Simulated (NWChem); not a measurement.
The numbers come from NWChem runs, not from measurements. System: ClGa, charge 1, spin multiplicity 2, at the geometry of a parent with another charge or spin, in a state set for the comparison that need not be this species' ground state. Its SCF solution wasn't tested for a lower state. Level: UMP2/STO-3G, 14 core orbitals frozen.

Job file:

```
start mol
memory heap 200 mb stack 900 mb global 1100 mb
charge 1
geometry units angstroms nocenter noautoz
  Ga     0.000000     0.000000    -0.791238
  Cl     0.000000     0.000000     1.442846
  symmetry group C2v
end
basis spherical
  * library sto-3g
end
scf
  uhf
  nopen 1
  maxiter 100
  thresh 1e-7
  semidirect memsize 60000000 filesize 0
  # guess.movecs holds the orbitals of an unrestricted PBE0 run
  vectors input guess.movecs output mol.movecs
end
mp2
  freeze core 14
end
task mp2 energy
```

Part of the output:

```
             Northwest Computational Chemistry Package (NWChem) 7.3.0
             --------------------------------------------------------

                                NWChem Input Module
                                -------------------

 Scaling coordinates for geometry "geometry" by  1.889725989
 (inverse scale =  0.529177249)

 Turning off AUTOSYM since
 SYMMETRY directive was detected!

                             Geometry "geometry" -> ""
                             -------------------------

 Output coordinates in angstroms (scale by  1.889725989 to convert to a.u.)

  No.       Tag          Charge          X              Y              Z
 ---- ---------------- ---------- -------------- -------------- --------------
    1 Ga                  31.0000     0.00000000     0.00000000    -0.79123800
    2 Cl                  17.0000     0.00000000     0.00000000     1.44284600

 Effective nuclear repulsion energy (a.u.)     124.8280772893

            Nuclear Dipole moment (a.u.)
            ----------------------------
        X                 Y               Z
 ---------------- ---------------- ----------------
     0.0000000000     0.0000000000     0.0000075589

      Symmetry information
      --------------------

 Group name             C2v
 Group number             16
 Group order               4
 No. of unique centers     2

      Symmetry unique atoms

     1    2


 Summary of "ao basis" -> "" (spherical)
 ------------------------------------------------------------------------------
       Tag                 Description            Shells   Functions and Types
 ---------------- ------------------------------  ------  ---------------------
 *                           sto-3g                   on all atoms

 Summary of "ao basis" -> "ao basis" (spherical)
 ------------------------------------------------------------------------------
       Tag                 Description            Shells   Functions and Types
 ---------------- ------------------------------  ------  ---------------------
 Ga                          sto-3g                  8       18   4s3p1d
[...]
  AO/Fock/Back tols     =   1.0D-09  1.0D-09  1.0D-09

 GA uses MA = F    GA memory limited = T

 Available:
  local mem=  1.26D+08
 global mem=  1.44D+08
 local disk=  0.00D+00
  mp2_memr nvloc                     3
  nvloc new                     3
   1 passes of  10:        2097152                       2252                     36380.
   1 passes of  10: M    126155375           G      144177742           F     124058223.

 Semi-direct pass number   1 of   1  for UHF alpha       at        0.2s
  vrange nnbf                   344
  mp2_eaftype                    10  avail_ma_in_mb                  1099
 EAF : mp2_eaftype filesize          10      18190.
  mp2_eaf for mointskh                     10
Node 0 wrote      0.1 Mb in      0.0 s     Agg I/O rate:  1028.0 Mb/s
 Done moints_semi at        0.4s
  mp2_eaftype                    10  avail_ma_in_mb                  1089
 EAF : mp2_eaftype filesize          10      18190.
  mp2_eaf for kh                    10
 Done maket at        0.4s
 Done multipass loop at        0.4s

 GA uses MA = F    GA memory limited = T

 Available:
  local mem=  1.26D+08
 global mem=  1.44D+08
 local disk=  0.00D+00
  mp2_memr nvloc                     4
  nvloc new                     4
   1 passes of   9:        2097152                       2405                     43398.
   1 passes of   9: M    126155375           G      144177742           F     124058223.

 Semi-direct pass number   1 of   1  for UHF beta        at        0.4s
  vrange nnbf                   344
  mp2_eaftype                    10  avail_ma_in_mb                  1099
 EAF : mp2_eaftype filesize          10      21699.
  mp2_eaf for mointskh                     10
Node 0 wrote      0.1 Mb in      0.0 s     Agg I/O rate:   872.3 Mb/s
 Done moints_semi at        0.5s
  mp2_eaftype                    10  avail_ma_in_mb                  1089
 EAF : mp2_eaftype filesize          10      21699.
  mp2_eaf for kh                    10
 Done maket at        0.5s
 Done multipass loop at        0.5s

          -------------------------------------------
          SCF energy               -2355.354116361879
          Correlation energy          -0.045275436988
          Singlet pairs                0.000000000000
          Triplet pairs                0.000000000000
          Total MP2 energy         -2355.399391798867
          -------------------------------------------

          ---------------------------------------------------
                    Spin Component Scaled (SCS) MP2
          Same spin pairs                     -0.008451538873
          Same spin scaling factor             0.333333333333
          Opposite spin pairs                 -0.036823898115
          Opposite spin scaling fact.          1.200000000000
          SCS-MP2 correlation energy          -0.047005857363
          Total SCS-MP2 energy             -2355.401122219241
          ---------------------------------------------------

 -----------------------
 Performance information
 -----------------------

 Timer overhead =  1.54D-07 seconds/call

               Nr. of calls         CPU time (s)                 Wall time (s)                GFlops
             ---------------    -------------------     ------------------------------   -------------------
Name         Min   Avg   Max    Min     Avg     Max     Min     Avg     Max   Mx/calls   Min     Max     Sum
mp2: moin     2     2     2   0.29    0.29    0.29     0.29    0.29    0.29    0.14      0.0     0.0     0.0
mp2: make     2     2     2   1.43E-3 1.43E-3 1.43E-3  1.43E-3 1.43E-3 1.43E-3 7.13E-4   0.0     0.0     0.0
mp2: tota     1     1     1   0.31    0.31    0.31     0.31    0.31    0.31    0.31      0.0     0.0     0.0

 The average no. of pstat calls per process was 5.00D+00
 with a timing overhead of 7.70D-07s

 Task  times  cpu:        0.5s     wall:        0.5s

 Total times  cpu:        0.5s     wall:        0.5s
```
